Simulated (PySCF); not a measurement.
**Electric properties by functional and basis**

Species: C₄H₅BO₂.
Numbering: `[CH:1]#[C:2]/[CH:3]=[CH:4]\[B:5]([OH:6])[OH:7]` (hydrogens: H8 on C1; H9 on C3; H10 on C4; H11 on O6; H12 on O7)

PySCF, dipoles from the SCF density, polarisabilities from static response with core orbitals frozen. One conformer (not necessarily the lowest) at the PBE0-D3(BJ)/def2-SVP geometry, without solvent, vibrations or thermal averaging.

Problem. How do dipole and polarisability depend on functional and basis here?

Solution. 

```csv
level,μ (D),α (Å³),anisotropy (Å³)
LDA/def2-SVPD,1.495,10.98,7.94
PBE/def2-SVPD,1.453,10.92,7.95
B3LYP/def2-SVPD,1.513,10.60,7.66
PBE0/def2-SVPD,1.505,10.46,7.54
BHandHLYP/def2-SVPD,1.566,10.20,7.32
CAM-B3LYP/def2-SVPD,1.531,10.39,7.37
wB97X-D/def2-SVPD,1.500,10.42,7.30
LC-wPBE/def2-SVPD,1.496,10.08,7.06
HF/def2-SVPD,1.595,9.88,7.07
PBE0/6-31G*,1.476,8.33,8.58
PBE0/def2-SVP,1.353,8.75,8.21
PBE0/6-31+G*,1.612,9.89,7.99
PBE0/aug-cc-pVDZ,1.437,10.68,7.62
PBE0/def2-TZVP,1.427,10.07,7.86
```

The anisotropy is √(½[(α1 − α2)² + (α2 − α3)² + (α3 − α1)²]). The dipole runs from 1.35 D (PBE0/def2-SVP) to 1.61 D (PBE0/6-31+G*). No reference polarisability is at hand; against PBE0 in the largest diffuse basis at hand (aug-cc-pVDZ) the other PBE0 rows deviate by 6-31G* -22%, def2-SVP -18%, 6-31+G* -7%, def2-SVPD -2%, def2-TZVP -6%. In one basis (def2-SVPD) the functionals order the polarisability from HF (lowest) to LDA (highest), a spread of 11%. With PBE0 the polarisability is 9.05 Å³ without diffuse functions (mean of 6-31G*, def2-SVP and def2-TZVP) and 10.35 Å³ with them (mean of 6-31+G*, def2-SVPD and aug-cc-pVDZ).
